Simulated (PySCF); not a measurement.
## A small calculation by hand: dipole moment from atomic charges

Ti(F)3(Me) (CH3F3Ti), SMILES [CH3][Ti]([F])([F])[F], multiplicity 1. Atoms are numbered in the order given.

```xyz
8

Ti     0.0000     0.0000    -0.1085
F      1.4419     0.8325    -0.5921
F     -1.4419     0.8325    -0.5921
F      0.0000    -1.6649    -0.5921
C      0.0000     0.0000     1.9219
H      0.9027    -0.5212     2.2804
H     -0.9027    -0.5212     2.2804
H      0.0000     1.0424     2.2804
```

Geometry: PBE0-D3(BJ)/def2-SVP. The spin state was assumed, not searched. The structure was generated by enumeration; whether it is a known compound was not checked.

Charges (e) from PBE0/def2-TZVP (PySCF):

| atom | IAO | Mulliken |
|---|---|---|
| Ti1 | 1.646 | 1.464 |
| F2 | -0.451 | -0.439 |
| F3 | -0.451 | -0.439 |
| F4 | -0.451 | -0.439 |
| C5 | -0.790 | -0.625 |
| H6 | 0.166 | 0.159 |
| H7 | 0.166 | 0.159 |
| H8 | 0.166 | 0.159 |

The dipole moment of the full density is 1.52 D.

**Question.** What dipole moment does each set of point charges give, and which comes closer to that of the density?

**Answer.** 
μ = Σ q r, and 1 e Å = 4.8032 D.
IAO: Σ q r = (0.000, 0.000, 0.240) e Å, |μ| = 1.15 D.
Mulliken: Σ q r = (0.000, 0.000, 0.508) e Å, |μ| = 2.44 D.
IAO comes closer in size. Point charges leave out the atoms' own dipoles (lone pairs, polarised bonds); fits to the potential absorb them, partitions of the density don't.
